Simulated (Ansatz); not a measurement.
Energy difference R1 + 2 R2 → P1, each structure at its B3LYP-D3(BJ)/def2-TZVP stationary point, reached from a drawn start (curvature not checked).
R1: GeO2 (SMILES [O]=[Ge]=[O]), charge 0, multiplicity 1.
P1, GeH4O4 (SMILES [OH][Ge]([OH])([OH])[OH]) (charge 0, multiplicity 1):
```xyz
9

Ge     0.000     0.000     0.000
O      0.941     1.159     0.943
H      1.757     0.776     1.282
O      1.169    -1.108    -0.723
H      0.784    -1.972    -0.909
O     -0.973     0.955    -1.123
H     -0.541     1.782    -1.366
O     -1.137    -1.005     0.902
H     -2.000    -0.586     0.995
```
R2, H2O (SMILES O) (charge 0, multiplicity 1):
```xyz
3

O      0.00000     0.00000     0.38961
H      0.00000     0.76499    -0.19486
H      0.00000    -0.76499    -0.19486
```

P less R. No zero-point or thermal terms; no spin–orbit coupling. One arrangement of each flexible species, with no search for the lowest.

Cores are frozen in the correlated methods. In cc and def2 sets filled d and f shells under p-block atoms count as core.

The values were computed with Ansatz (Gaussian basis) for Hartree–Fock, density functionals and correlated methods. No computed number here is a measurement.

Total energies in hartree:

```tsv
structure	PBE/def2-TZVPP	PBE0/def2-TZVPP	CCSD(T)/cc-pVTZ
R1	-2227.025438	-2227.049058	-2225.729624
P1	-2379.938399	-2379.988051	-2378.574144
R2	-76.380147	-76.380766	-76.332115
```

**Question.** Work out the reaction energy at each level in eV (1 hartree = 27.21139 eV), and say how far PBE/def2-TZVPP lies from CCSD(T)/cc-pVTZ.

**Answer.** 
- PBE/def2-TZVPP: (-2379.938399) − (-2227.025438) − 2 × (-76.380147) = -0.152667 hartree = -4.154 eV
- PBE0/def2-TZVPP: (-2379.988051) − (-2227.049058) − 2 × (-76.380766) = -0.177461 hartree = -4.829 eV
- CCSD(T)/cc-pVTZ: (-2378.574144) − (-2225.729624) − 2 × (-76.332115) = -0.180290 hartree = -4.906 eV
PBE/def2-TZVPP less CCSD(T)/cc-pVTZ: 0.752 eV. CCSD(T)/cc-pVTZ is the level counted from, the highest shown, and no exact or measured value.

Ansatz is a quantum-chemistry and plane-wave program.
